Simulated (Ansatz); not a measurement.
Computed with Ansatz on PBE0-D4/def2-TZVP structures; ΔE is electronic, products minus reactants. CCSD(T)/CBS is the MP2 limit (def2-TZVPP, def2-QZVPP) plus CCSD(T) − MP2 in def2-TZVPP, frozen cores. DFT in def2-TZVPP. B3LYP here is the variant with VWN-RPA as its local correlation; programs differ in this. For Br, Ga outer-core shells are correlated without core-valence functions, which leaves a few kJ/mol of doubt a bond. Scalar relativity is left out up to krypton. One conformer a species, not always the lowest.

Consider the ligand exchange at a Ga–C bond: `C/C(O)=[CH]/[GaH2]` + HBr → `[GaH2][Br]` + `C=C(C)O`.

CCSD(T)/CBS gives -28.5 kcal/mol.

**Question.** Another level gave -31.0 kcal/mol. Which?
A. HF/def2-TZVPP
B. B3LYP-D4/def2-TZVPP
C. B3LYP/def2-TZVPP
D. MP2/def2-TZVPP

**Answer.** C. B3LYP -31.0, B3LYP-D4 -29.4, MP2/def2-TZVPP -28.2, HF/def2-TZVPP -36.6 kcal/mol.

Largest T1 diagnostic among the species: 0.013.

From PBE to PBE0 (25 % exact exchange), in def2-TZVPP and without D4, ΔE moves by −1.6 kcal/mol. In def2-TZVPP, CCSD(T) changes the Hartree–Fock value by +8.1 kcal/mol (the triples alone add +1.2 kcal/mol) and MP2 by +8.3 kcal/mol.
